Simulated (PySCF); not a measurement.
# Structure and specific rotation at 589.3 nm (origin-invariant length gauge)

Theory: PySCF 2.14.0, TDDFT BHandHLYP/def2-SVPD circular dichroism and optical rotation, one conformer, gas phase. Geometry: GFN2-xTB.

Each molecule in one low-energy conformer. The parent is C=C(F)[Se][C@@H]1C[C@@H]1C.

The molecule is flexible and this is one conformer; a measurement averages over conformers. The calculation is non-relativistic, which matters for the atoms heavier than Zn.

(1) How does the specific rotation at 589.3 nm (origin-invariant length gauge) change along this series?
- C=C(F)[Se][C@@H]1C[C@@H]1C (base)
- C=C(F)[Se][C@H]1C[C@@H]1C (diastereomer)

Results:

(1) 
```tsv
molecule	[α]589 (deg dm⁻¹ (g/mL)⁻¹)	S1 (eV)	R(S1), velocity form (10⁻⁴⁰ esu² cm²)
C=C(F)[Se][C@@H]1C[C@@H]1C	+186.6	4.72	+11.0
C=C(F)[Se][C@H]1C[C@@H]1C	-122.6	4.76	-10.6
```
The specific rotation at 589.3 nm (origin-invariant length gauge) is lowest for C=C(F)[Se][C@H]1C[C@@H]1C and highest for C=C(F)[Se][C@@H]1C[C@@H]1C.
